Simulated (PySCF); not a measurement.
H₂, SMILES [H][H].

Geometry optimised at PBE0-D3(BJ)/def2-TZVPD.

Two levels are set side by side: PBE/def2-TZVPD (PySCF) and ωB97X/def2-TZVPD (PySCF). Same geometry, gas phase. Differences are taken from unrounded values.

```tsv
quantity	ωB97X
orbital gap (eV)	18.11
highest occupied level (eV)	-14.69
lowest empty level (eV)	3.41
mean polarisability (bohr³)	5.5
```

**Question.** What does PBE give, and how far is it from ωB97X? (An estimate is asked for; the answer gives what the named calculation found.)

**Answer.** 
```json
[
 {"quantity": "orbital gap (eV)", "PBE": "11.16", "PBE minus ωB97X": "-6.95"},
 {"quantity": "highest occupied level (eV)", "PBE": "-10.35", "PBE minus ωB97X": "4.35"},
 {"quantity": "lowest empty level (eV)", "PBE": "0.81", "PBE minus ωB97X": "-2.60"},
 {"quantity": "mean polarisability (bohr³)", "PBE": "5.6", "PBE minus ωB97X": "0.1"}
]
```

Without exact exchange PBE keeps part of each electron's self-repulsion, which lifts occupied levels and narrows the gap. Differences between two approximate levels are no errors against the true value.
